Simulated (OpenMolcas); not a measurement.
**Fe²⁺: the spin-orbit constant, worked from levels**

```yaml
Program: OpenMolcas
Basis: ANO-RCC-VQZP [7s6p4d3f2g1h]
Scalar_Hamiltonian: DKH2, point nucleus
Active_space: 6 electrons in 5 orbitals (3d)
State_averaging: 2S+1 = 5 even, 5 roots; 2S+1 = 3 even, 45 roots; 2S+1 = 1 even, 50 roots
Spin-orbit_coupling: RASSI with atomic mean-field integrals over the reference wave functions, term energies averaged over their components
```

Methods: CASSCF; MS-CASPT2, IPEA 0.25 Eh, imaginary shift 0.1 Eh (closed shells correlated: 3s 3p). Measured levels: Corliss and Sugar, J. Phys. Chem. Ref. Data 11, 135 (1982).

**The spin-orbit constant.** For the Hund term 5D of d6, E(J) = (A/2) J(J+1) + constant and ζ = -2S·A = -4A. From J = 0 to J = 4 the energy changes by 10 A.

| Source | E(4) - E(0) | A | ζ |
| --- | --- | --- | --- |
| CASSCF | -1037.0 | -103.7 | 415 |
| MS-CASPT2 | -1031.5 | -103.2 | 413 |
| measured | -1027.3 | -102.7 | 411 |

All in cm-1. MS-CASPT2 is off by +0.4 % and CASSCF by +0.9 %. Both methods take the spin-orbit matrix elements from the reference wave functions, so the second can move ζ only through the term energies and any multistate remixing. Second-order mixing with other terms is absorbed into this ζ.

Without dynamic correlation excited terms often stand tens of per cent too high (terms of higher spin than the ground term too low), and those without a measured partner can miss by more than the paired ones (holds for CASSCF). Computed and measured levels are paired by configuration, term and J; levels that our copy of the source lacks, or whose pairing is in doubt (as where it misses far off the trend of its configuration), stay unpaired and out of the deviations. Levels of configurations outside the active space are missing.
